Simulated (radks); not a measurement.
Species: the lanthanum ion La+. Configuration: [Xe] 4f1 5d1 (not the ground configuration). All-electron calculation, non-relativistic Kohn-Sham, BLYP, spin-polarised, spherical densities, point nucleus; open shells are filled with parallel spins first (spin-orbit coupling, left out, can overturn this in heavy ions); relativity is left out, which matters for an element this heavy. Program: a radial shooting solver on a logarithmic mesh with Libxc functionals.

X-ray form factor f0, the Fourier transform of the density (f0(0) = 56):

sin(theta)/lambda (1/angstrom),f0 (electrons)
0.05,54.985
0.1,52.364
0.15,48.958
0.2,45.422
0.25,42.119
0.3,39.187
0.4,34.346
0.5,30.401
0.6,27.006
0.8,21.699
1,18.252
1.25,15.455
1.5,13.184
2,9.212
